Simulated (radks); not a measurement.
Values are calculated unless marked as measured or tabulated.
Species: Sb2+. Configuration: [Kr] 4d10 5s2 5p1. Code: a radial shooting solver on a logarithmic mesh with Libxc functionals. Model: Dirac Kohn-Sham, PBEsol, spin-unpolarised, spherical densities, finite nucleus; open shells fill j = l - 1/2 first; Fermi nuclear charge, rms radius 4.6802 fm. Some entries of the table are withheld. Estimate them.

orbital  occ.  eigenvalue (eV)  <1/r> (bohr^-1)  <r> (bohr)
1s1/2       2        -30285.91            54.30     0.02843
2s1/2       2        -4623.125              (1)      0.1223
2p1/2       2        -4327.093            12.60      0.1033
2p3/2       4        -4075.475            11.70      0.1088
3s1/2       2        -920.9365            4.473         (2)
3p1/2       2        -799.8726            4.384      0.3210
3p3/2       4        -753.4472            4.162      0.3323
3d3/2       4              (3)            4.012      0.3034
3d5/2       6              (4)            3.954      0.3070
4s1/2       2        -166.7842            1.772      0.7908
4p1/2       2        -125.8174            1.657      0.8323
4p3/2       4        -117.1956            1.585      0.8615
4d3/2       4         -52.3835            1.309       1.019
4d5/2       6         -51.1305            1.291       1.031
5s1/2       2         -29.3803           0.6218       2.086
5p1/2       1         -20.6398           0.5270       2.433
5p3/2       0         -19.7524           0.5076       2.515

Answer. 
(1) 2s1/2 <1/r> (bohr^-1): 12.62
(2) 3s1/2 <r> (bohr): 0.3305
(3) 3d3/2 eigenvalue (eV): -539.4151
(4) 3d5/2 eigenvalue (eV): -529.7625
